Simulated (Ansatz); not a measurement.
Mulliken charges of `[F][Sc]([F])[Cl]` from B3LYP/def2-TZVPP in Ansatz (PBE0-D4/def2-TZVP geometry).

```
atom   x (Å)   y (Å)   z (Å)  charge (e)
  F1   1.207   0.422   1.380      -0.403
 Sc2   0.071  -0.084   0.045       1.080
  F3  -0.015  -1.859  -0.368      -0.403
 Cl4  -1.207   1.460  -1.077      -0.273
```

Q: By hand: the dipole of these point charges (1 e Å = 4.8032 D).

A: Σ q r = (-0.074, 0.090, -0.065) e Å, of length 0.133 e Å = 0.64 D.

Q: How does the dipole of the full density compare? (Estimate.)

A: The calculation gave: (0.049, -0.060, 0.043) e Å, 0.43 D; the point charges give 1.49 times that, at 180° from its direction, so they point the opposite way.

Point charges leave out the atoms' own dipoles, such as those of lone pairs, and Mulliken's split depends on the basis, so the two needn't agree.

B3LYP here is the variant with VWN-RPA as its local correlation; programs differ in this.
